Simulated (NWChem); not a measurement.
System: C₂H₄F₂OSi; SMILES O=CC(F)(F)[SiH3]

Parts of the log:

```
             Northwest Computational Chemistry Package (NWChem) 7.3.0
             --------------------------------------------------------

 C1  symmetry detected

                             Geometry "geometry" -> ""
                             -------------------------

 Output coordinates in angstroms (scale by  1.889725989 to convert to a.u.)

  No.       Tag          Charge          X              Y              Z
 ---- ---------------- ---------- -------------- -------------- --------------
    1 O                    8.0000    -0.97212663     2.00705896     0.01214809
    2 C                    6.0000    -0.19499095     1.31947645    -0.58329208
    3 C                    6.0000     0.40640995     0.05183921     0.01082728
    4 F                    9.0000     0.77129369     0.28880050     1.29513349
    5 F                    9.0000     1.52779067    -0.25330177    -0.70241415
    6 Si                  14.0000    -0.79362876    -1.47325170    -0.01943731
    7 H                    1.0000     0.13045557     1.52232097    -1.63592612
    8 H                    1.0000    -1.96128696    -1.16699042     0.84992702
    9 H                    1.0000    -1.22587570    -1.69863885    -1.42849046
   10 H                    1.0000    -0.01575044    -2.63502206     0.48974191

 Effective nuclear repulsion energy (a.u.)     305.1733435391

                                 NWChem DFT Module
                                 -----------------

 Summary of "ao basis" -> "ao basis" (spherical)
 ------------------------------------------------------------------------------
       Tag                 Description            Shells   Functions and Types
 ---------------- ------------------------------  ------  ---------------------
 O                          def2-svp                 6       14   3s2p1d
 C                          def2-svp                 6       14   3s2p1d
 F                          def2-svp                 6       14   3s2p1d
 Si                         def2-svp                 8       18   4s3p1d
 H                          def2-svp                 3        5   2s1p

            General Information
            -------------------
          SCF calculation type: DFT
          Wavefunction type:  closed shell.
          No. of atoms     :    10
          No. of electrons :    56
           Alpha electrons :    28
            Beta electrons :    28
          Charge           :     0
          Spin multiplicity:     1
          Use of symmetry is: off; symmetry adaption is: off
          Maximum number of iterations: 150
          AO basis - number of functions:   108
                     number of shells:    50
          Convergence on energy requested:  1.00D-06
          Convergence on density requested:  1.00D-05
          Convergence on gradient requested:  5.00D-04

              XC Information
              --------------
                         B3LYP Method XC Potential
                     Hartree-Fock (Exact) Exchange  0.200
                        Slater Exchange Functional  0.800 local
                    Becke 1988 Exchange Functional  0.720 non-local
              Lee-Yang-Parr Correlation Functional  0.810
                  VWN I RPA Correlation Functional  0.190 local

             Grid Information
             ----------------
          Grid used for XC integration:  medium
          Radial quadrature: Mura-Knowles
          Angular quadrature: Lebedev.
          Tag              B.-S. Rad. Rad. Pts. Rad. Cut. Ang. Pts.
          ---              ---------- --------- --------- ---------
          O                   0.60       49          12.0       434
          C                   0.70       49          11.0       434
          F                   0.50       49          10.0       434
          Si                  1.10       88          10.0       590
          H                   0.35       45          12.0       434
          Grid pruning is: on
          Number of quadrature shells:   513
          Spatial weights used:  Erf1

      Superposition of Atomic Density Guess
      -------------------------------------

 Sum of atomic energies:        -639.26145803

      Non-variational initial energy
      ------------------------------

 Total energy =    -641.338319
 1-e energy   =   -1492.438868
 2-e energy   =     545.927205
 HOMO         =      -0.271943
 LUMO         =      -0.044285

     ---------------------------------------------
      Total Density - Mulliken Population Analysis
     ---------------------------------------------

    Atom       Charge   Shell Charges
 -----------   ------   -------------------------------------------------------
    1 O    8     8.68   1.99  1.13  0.67  3.05  1.82  0.01
    2 C    6     5.40   1.99  0.96  0.27  1.58  0.53  0.08
    3 C    6     5.34   1.99  0.91  0.28  1.46  0.61  0.09
    4 F    9     9.41   1.99  1.14  0.77  3.45  2.05  0.00
    5 F    9     9.42   1.99  1.14  0.78  3.45  2.06  0.00
    6 Si  14    13.58   2.00  1.99  1.02  0.28  5.94  1.15  1.09  0.11
    7 H    1     0.97   0.69  0.26  0.02
    8 H    1     1.07   0.69  0.36  0.01
    9 H    1     1.07   0.69  0.37  0.01
   10 H    1     1.06   0.69  0.36  0.01

   convergence    iter        energy       DeltaE   RMS-Dens  Diis-err
 ---------------- ----- ----------------- --------- --------- ---------
 d= 0,ls=0.0,diis     1   -642.4337845376 -9.48D+02  2.23D-02  1.71D+00
 d= 0,ls=0.0,diis     2   -641.9002305387  5.34D-01  1.54D-02  7.54D+00
 d= 0,ls=0.0,diis     3   -642.6278185058 -7.28D-01  2.84D-03  1.04D-01
 d= 0,ls=0.0,diis     4   -642.6328451166 -5.03D-03  1.31D-03  5.37D-02
 d= 0,ls=0.0,diis     5   -642.6377681359 -4.92D-03  2.03D-04  1.44D-03
  Resetting Diis
 d= 0,ls=0.0,diis     6   -642.6378807220 -1.13D-04  6.05D-05  4.76D-05
 d= 0,ls=0.0,diis     7   -642.6378863180 -5.60D-06  3.16D-05  3.49D-06
 d= 0,ls=0.0,diis     8   -642.6378858007  5.17D-07  1.74D-05  9.18D-06
 d= 0,ls=0.0,diis     9   -642.6378866904 -8.90D-07  4.16D-06  4.57D-07

         Total DFT energy =     -642.637886690413
      One electron energy =    -1494.667256708290
           Coulomb energy =      609.616541420699
    Exchange-Corr. energy =      -62.760514941917
 Nuclear repulsion energy =      305.173343539095

 Numeric. integr. density =       56.000007230554

                       DFT Final Molecular Orbital Analysis
                       ------------------------------------

 Vector   26  Occ=2.000000D+00  E=-3.726105D-01
              MO Center= -1.2D+00, -1.4D+00,  2.7D-01, r^2= 2.5D+00
   Bfn.  Coefficient  Atom+Function         Bfn.  Coefficient  Atom+Function
  ----- ------------  ---------------      ----- ------------  ---------------
    94      0.375366   8 H  s                95      0.195160   8 H  s
   104     -0.189064  10 H  s                78     -0.188108   6 Si px
    99     -0.188586   9 H  s                80      0.186443   6 Si pz
    79      0.141596   6 Si py               81     -0.124589   6 Si px
   100     -0.111838   9 H  s                83      0.110567   6 Si pz

 Vector   27  Occ=2.000000D+00  E=-3.398446D-01
              MO Center= -8.8D-02,  1.6D-01, -1.2D-02, r^2= 3.5D+00
   Bfn.  Coefficient  Atom+Function         Bfn.  Coefficient  Atom+Function
  ----- ------------  ---------------      ----- ------------  ---------------
    31      0.349058   3 C  s                47     -0.226166   4 F  py
     5      0.224897   1 O  py                6     -0.212727   1 O  pz
    32     -0.213532   3 C  px               61     -0.209230   5 F  py
    33     -0.193702   3 C  py               60     -0.180509   5 F  px
    79      0.178070   6 Si py               30      0.164382   3 C  s

 Vector   28  Occ=2.000000D+00  E=-2.786755D-01
              MO Center= -3.5D-01,  1.2D+00, -1.9D-01, r^2= 2.8D+00
   Bfn.  Coefficient  Atom+Function         Bfn.  Coefficient  Atom+Function
  ----- ------------  ---------------      ----- ------------  ---------------
     6      0.392231   1 O  pz               33     -0.305653   3 C  py
     5     -0.287362   1 O  py                9      0.279544   1 O  pz
    89      0.233275   7 H  s                 8     -0.214140   1 O  py
    90      0.207489   7 H  s                61     -0.163125   5 F  py
    47     -0.160993   4 F  py               36     -0.151621   3 C  py

 Vector   29  Occ=0.000000D+00  E=-6.969110D-02
              MO Center= -3.4D-01,  1.1D+00, -2.9D-01, r^2= 2.7D+00
   Bfn.  Coefficient  Atom+Function         Bfn.  Coefficient  Atom+Function
  ----- ------------  ---------------      ----- ------------  ---------------
    21      0.378301   2 C  px               18      0.365769   2 C  px
     7     -0.319941   1 O  px                4     -0.317439   1 O  px
    22      0.258977   2 C  py               81      0.248291   6 Si px
    19      0.240426   2 C  py                8     -0.228827   1 O  py
   105     -0.223163  10 H  s                 5     -0.217580   1 O  py

 Vector   30  Occ=0.000000D+00  E= 1.383005D-02
              MO Center= -1.0D+00, -1.6D+00, -5.9D-02, r^2= 3.4D+00
   Bfn.  Coefficient  Atom+Function         Bfn.  Coefficient  Atom+Function
  ----- ------------  ---------------      ----- ------------  ---------------
    82      1.227787   6 Si py               31     -1.081513   3 C  s
    81      0.708559   6 Si px              105      0.537466  10 H  s
    35      0.385916   3 C  px               36      0.342100   3 C  py
   100      0.306399   9 H  s                95      0.289963   8 H  s
    73     -0.185174   6 Si s                17      0.181783   2 C  s

 Vector   31  Occ=0.000000D+00  E= 3.125702D-02
              MO Center= -5.0D-01, -1.1D+00, -1.0D-01, r^2= 3.9D+00
   Bfn.  Coefficient  Atom+Function         Bfn.  Coefficient  Atom+Function
  ----- ------------  ---------------      ----- ------------  ---------------
    95      1.035855   8 H  s                83     -0.909424   6 Si pz
    81      0.706451   6 Si px              100     -0.680531   9 H  s
    82     -0.430556   6 Si py              105     -0.358752  10 H  s
    90     -0.232237   7 H  s                94      0.194775   8 H  s
    37     -0.182355   3 C  pz               59     -0.179362   5 F  s

     ---------------------------------------------
      Total Density - Mulliken Population Analysis
     ---------------------------------------------

    Atom       Charge   Shell Charges
 -----------   ------   -------------------------------------------------------
    1 O    8     8.16   1.99  1.11  0.66  2.83  1.56  0.02
    2 C    6     5.88   1.99  0.97  0.24  2.00  0.60  0.08
    3 C    6     5.79   1.99  0.96  0.18  1.96  0.58  0.11
    4 F    9     9.20   1.99  1.14  0.78  3.35  1.94  0.01
    5 F    9     9.22   1.99  1.14  0.78  3.35  1.95  0.01
    6 Si  14    13.58   2.00  1.98  1.08  0.19  5.93  1.33  0.90  0.16
    7 H    1     0.98   0.75  0.22  0.02
    8 H    1     1.06   0.74  0.31  0.01
    9 H    1     1.07   0.74  0.32  0.01
   10 H    1     1.06   0.74  0.31  0.01

     -------------------------------------------
      Total Density - Lowdin Population Analysis
     -------------------------------------------

    Atom       Charge   Shell Charges
 -----------   ------   -------------------------------------------------------
    1 O    8     8.09   1.97  0.93  0.64  2.68  1.83  0.03
    2 C    6     5.92   1.96  0.63  0.32  1.81  1.00  0.20
    3 C    6     6.01   1.96  0.65  0.33  1.80  1.02  0.25
    4 F    9     9.08   1.98  1.02  0.74  3.22  2.11  0.01
    5 F    9     9.10   1.98  1.02  0.74  3.23  2.12  0.01
    6 Si  14    13.55   2.00  1.93  0.68  0.34  5.82  1.34  1.18  0.25
    7 H    1     1.00   0.64  0.29  0.07
    8 H    1     1.08   0.64  0.41  0.03
    9 H    1     1.09   0.64  0.42  0.02
   10 H    1     1.08   0.64  0.41  0.02

     Multipole analysis of the density
     ---------------------------------

     L   x y z        total         alpha         beta         nuclear
     -   - - -        -----         -----         ----         -------
     0   0 0 0     -0.000000    -28.000000    -28.000000     56.000000

     1   1 0 0     -0.148767     -0.074384     -0.074384      0.000000
     1   0 1 0     -0.629998     -0.314999     -0.314999      0.000000
     1   0 0 1     -0.529321     -0.264660     -0.264660     -0.000000

     2   2 0 0    -32.606093   -104.374896   -104.374896    176.143698
     2   1 1 0      3.012535     -2.914389     -2.914389      8.841312
     2   1 0 1      0.279277      0.094178      0.094178      0.090921
     2   0 2 0    -31.845401   -172.891076   -172.891076    313.936751
     2   0 1 1     -1.650933      1.669180      1.669180     -4.989292
     2   0 0 2    -30.948434    -64.155718    -64.155718     97.363002
```

Level: B3LYP/def2-SVP. Coordinates come from a PBE0/def2-SVP optimisation. B3LYP is NWChem's, with the RPA form of VWN correlation.

### Question
Reconstruct the input file.

### Answer
This is not unique; one that fits is the input that was run:
```
start job
memory heap 200 mb stack 900 mb global 1100 mb
geometry units angstroms noautoz
  O     -0.871202     2.074351     0.045097
  C     -0.145509     1.352081    -0.573736
  C      0.412461     0.056052     0.001193
  F      0.826045     0.272576     1.274299
  F      1.496500    -0.300243    -0.745287
  Si    -0.858889    -1.410428     0.005283
  H      0.157867     1.541656    -1.635397
  H     -1.984456    -1.051174     0.909192
  H     -1.342877    -1.611920    -1.390505
  H     -0.122215    -2.608875     0.490159
end
basis spherical
  O library def2-svp
  C library def2-svp
  F library def2-svp
  Si library def2-svp
  H library def2-svp
end
dft
  xc b3lyp
  iterations 150
  mulliken
end
task dft energy
```
